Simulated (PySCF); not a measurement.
# Relaxation of singlet PtN(OH)

Level of theory: PySCF, PBE0, basis Pt def2-TZVP with ECP60, N def2-TZVP, O def2-TZVP, H def2-TZVP (scalar-relativistic core potentials, no spin–orbit coupling, density fitting). A (50,194) grid was used.

A hand-made bent (heavy-atom frame) start, with no symmetry imposed:

```xyz
4
charge 0 multiplicity 1, angstrom
Pt    0.0296   -0.0033   -0.1430
N     1.4385   -0.0033    0.8436
O    -1.4940   -0.0033    0.9239
H    -1.9995    0.7321    1.2778
```

Question: What does it relax to?

Answer: It ends at Cs with O–H 0.957 Å, Pt–N 1.653 Å, Pt–O 1.847 Å; H–O–Pt 140.6°, N–Pt–O 169.9°. A frequency run shows a minimum. Other isomers or separated fragments may lie lower.

Question: How much energy is released, and in how many steps?

Answer: 168.0 kJ/mol in 14 steps.

With an element this heavy the missing spin–orbit coupling can shift these numbers.

The relaxation took roughly 80 core-seconds on a shared host.
